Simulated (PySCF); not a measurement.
This PySCF input asks for the NMR shieldings of `[F][Ga]([F])[F]`, F3Ga; the geometry comes from PBE0-D3(BJ)/def2-SVP.

```python
import basis_set_exchange as bse
import numpy as np
from pyscf import gto, dft
from pyscf.prop import nmr

atoms = """
Ga   -0.000777   -0.000545   -0.000912
F     1.725812   -0.020149    0.010367
F    -0.843689    1.506679   -0.014180
F    -0.881345   -1.485984    0.004725
"""
names = {"Ga": "pcSseg-2", "F": "pcSseg-1"}
basis = {el: gto.basis.parse(bse.get_basis(n, elements=[el], fmt="nwchem")) for el, n in names.items()}
mol = gto.M(atom=atoms, basis=basis, charge=0, verbose=0)
mf = dft.RKS(mol, xc="PBE")
mf.grids.level = 2
mf.grids.alignment = dft.numint.BLKSIZE   # the property module wants whole blocks of grid points
mf.conv_tol = 1e-9
mf.kernel()

calc = nmr.RKS(mf)   # GIAO
sigma = calc.kernel()   # uncoupled for a functional without exact exchange
for i, s in enumerate(sigma):   # ppm
    print("%2d %-2s %9.2f" % (i, mol.atom_pure_symbol(i), np.trace(s) / 3))
```

**Question.** What are the results?

**Answer.** 
```
 0 Ga   1598.13
 1 F     333.41
 2 F     333.39
 3 F     333.51
```

These numbers come from an equivalent density-fitted implementation of the same equations, which agrees with the script to about 0.01 ppm for H and up to a few tenths of a ppm for heavy atoms, so last digits may differ.

**Question.** Turn these shieldings into chemical shifts. δ = σ(ref) − σ, references computed at the same level: $^{71}$Ga (1747.17 ppm) against [Ga(H2O)6]3+; $^{19}$F (144.73 ppm) against CFCl3.

**Answer.** Averaging equivalent atoms: Ga 0: 149; F 1/2/3: -188.7 ppm. Unscaled 19F shifts against computed CFCl3 carry errors that often reach 10 to 50 ppm.

Relativistic effects, spin–orbit coupling among them, are left out; they matter for Ga and for the light atoms bonded to it.

Size and cost of the density-fitted run: 114 basis functions, 6.2 s wall time on 1 thread of an x86-64 server CPU, shared host.
